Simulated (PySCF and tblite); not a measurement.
Values are calculated unless marked as measured or tabulated.
C2H8OSi, numbered as in [CH3:1][O:2][SiH2:3][CH3:4]. The same 2 conformers on PBE0-D3(BJ)/def2-SVP geometries, with only the functional of the single-point energies changed (basis set def2-TZVP, solvent none (gas phase), D3(BJ) where defined; PySCF).

Torsions listed: C1–O2–Si3–C4. Of a mirror pair one member is shown.

| conformer | shape | symmetry | dipole D |
| --- | --- | --- | --- |
| 1 | 180° | Cs | 0.23 |
| 2 | -65° | C1 (pair) | 1.42 |

Energies (kcal/mol) above conformer 1 and its weight at 298.15 K (thermal terms from GFN2-xTB):

```tsv
functional	E(2) − E(1)	weight of 1 (%)
PBE0	0.55	55
PBE	0.49	52
wB97X-D	?	?
M06-2X	0.48	52
BHandHLYP	0.57	56
HSE06	0.57	56
BLYP	0.42	49
```

What does wB97X-D give?

E(2) − E(1) = 0.71 kcal/mol, weight of conformer 1 61 %.

How much does the choice of functional matter?

The widest range is that of E(2) − E(1), which runs from 0.42 (BLYP) to 0.71 kcal/mol (wB97X-D), a spread of 0.29, against RT = 0.59. Some levels give another conformer the largest weight.
